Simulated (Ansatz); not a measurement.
Ga8N8H22, a nanocrystal cut from wurtzite GaN (hydrogen-capped). Charge 0, multiplicity 1. Geometry r2SCAN-D4/def2-SVP, basis def2-TZVP, Ansatz.

```xyz
38

Ga    3.377    1.040   -1.188
N     1.962    1.311   -2.616
N     2.255    0.112    0.179
Ga    0.819    1.283    0.836
Ga    0.135    0.559   -2.327
N    -0.469    1.393   -0.659
N    -0.127    0.287    2.243
Ga   -1.555    1.402    3.085
Ga   -2.268    0.736   -0.245
N    -2.742    1.660    1.461
Ga    1.742   -1.646   -0.480
N     0.376   -1.305   -1.830
N     0.721   -2.455    1.040
Ga   -0.853   -1.455    1.769
Ga   -1.390   -2.173   -1.419
N    -1.967   -1.132    0.201
H     3.779    2.467   -0.677
H     4.401    0.016   -1.799
H     1.870    2.315   -2.796
H     2.326    0.934   -3.497
H     2.898   -0.025    0.968
H     1.317    2.694    1.292
H    -0.754    0.843   -3.582
H    -0.575    2.392   -0.867
H     0.551    0.148    3.002
H    -0.986    2.816    3.457
H    -2.388    0.513    4.078
H    -3.359    1.036   -1.324
H    -2.820    2.663    1.271
H    -3.694    1.383    1.719
H     2.894   -2.609   -0.917
H     0.674   -1.803   -2.676
H     1.366   -2.677    1.804
H     0.376   -3.367    0.720
H    -1.525   -2.285    2.912
H    -2.387   -1.875   -2.595
H    -1.096   -3.657   -0.953
H    -2.886   -1.540    0.409
```

```json
{"run": "A", "HOMO (eV)": "-6.32", "LUMO (eV)": "-1.11"}
{"run": "B", "HOMO (eV)": "-10.58", "LUMO (eV)": "2.24"}
{"run": "C", "HOMO (eV)": "-7.05", "LUMO (eV)": "-0.43"}
{"run": "D", "HOMO (eV)": "-6.61", "LUMO (eV)": "-0.68"}
{"run": "E", "HOMO (eV)": "-7.53", "LUMO (eV)": "-0.33"}
{"run": "F", "HOMO (eV)": "-7.73", "LUMO (eV)": "-0.07"}
```

Single mean-field runs in def2-TZVP are fitted with def2-universal-jkfit.

**Question.** The runs used HF, PBE, PBE0, r2SCAN, r2SCAN0, r2SCANh. Estimate which is which.

**Answer.** A PBE (0 % exact exchange); B HF (100 % exact exchange); C r2SCANh (10 % exact exchange); D r2SCAN (0 % exact exchange); E PBE0 (25 % exact exchange); F r2SCAN0 (25 % exact exchange). Exact exchange lowers occupied and raises empty levels; among semilocal functionals meta-GGAs tend to open the gap a little, and such runs are hard to tell apart. The gap grows from 5.20 eV (PBE) to 12.82 eV (HF).
